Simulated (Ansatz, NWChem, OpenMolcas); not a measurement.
## Worked example: KF + CH3FO → KOH + CH2F2

Gas-phase species: KF, singlet; CH3FO `OCF`, singlet; KOH `[OH][K]`, singlet; CH2F2 (difluoromethane) `FCF`, singlet. The partners trade F for OH: K–F and C–OH bonds give way to K–OH and C–F.

Shapes, held fixed at every level: PBE0-D4/def2-TZVP. Flexible molecules stand in one conformer, not always the lowest. Programs: Ansatz 0.2.0, NWChem 7.3.0, OpenMolcas 26.06. A level may come from different programs for different species; with the same settings they agree closely. The zero-point and thermal change to 298 K, harmonic and unscaled (PBE0-D4/def2-TZVP), is -3.5 kJ/mol.

At CCSD(T)/def2-TZVPP; 1 Eh = 2625.50 kJ/mol:

```
species  energy (Eh)
     KF  -699.121774
  CH3FO  -214.704475
    KOH  -675.087180
  CH2F2  -238.710082
```

Work out ΔH(298 K) of the reaction at this level.


1. Products less reactants: (-675.087180) + (-238.710082) − [(-699.121774) + (-214.704475)] = 0.028987 Eh = +76.1 kJ/mol.
2. With the thermal change: +76.1 + (-3.5) = +72.6 kJ/mol.

Other levels give +65.5 (B3LYP/6-31G* (spherical functions)) to +80.5 kJ/mol (HF/def2-SVP). No measured value is set beside it here. Outer-core shells of K are correlated, in sets that cover them unevenly. Sets without diffuse functions underbind ionic bonds of s-block metals.
